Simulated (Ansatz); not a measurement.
Mulliken charges of C3H2F4, SMILES `FC(F)=CC(F)F` from ωB97M-V/def2-TZVPP in Ansatz (PBE0-D4/def2-TZVP geometry).

| atom | x (Å) | y (Å) | z (Å) | charge (e) |
| --- | --- | --- | --- | --- |
| F1 | -2.167 | 0.695 | 1.207 | -0.151 |
| C2 | -0.969 | 0.711 | 0.673 | 0.376 |
| F3 | -0.420 | 1.879 | 0.851 | -0.134 |
| C4 | -0.449 | -0.329 | 0.049 | -0.227 |
| C5 | 0.892 | -0.400 | -0.589 | 0.299 |
| F6 | 1.628 | -1.380 | 0.008 | -0.191 |
| F7 | 1.583 | 0.754 | -0.473 | -0.187 |
| H8 | -1.058 | -1.221 | -0.004 | 0.127 |
| H9 | 0.833 | -0.652 | -1.654 | 0.088 |

By hand: the dipole of these point charges (1 e Å = 4.8032 D).

Σ q r = (-0.280, -0.224, -0.290) e Å, of length 0.461 e Å = 2.21 D.

How does the dipole of the full density compare? (Best estimate.)

The calculation gave: (-0.308, -0.151, -0.230) e Å, 1.98 D; the point charges give 1.12 times that, at 11° from its direction.

Point charges leave out the atoms' own dipoles, such as those of lone pairs, and Mulliken's split depends on the basis, so the close match here is no proof of good charges.
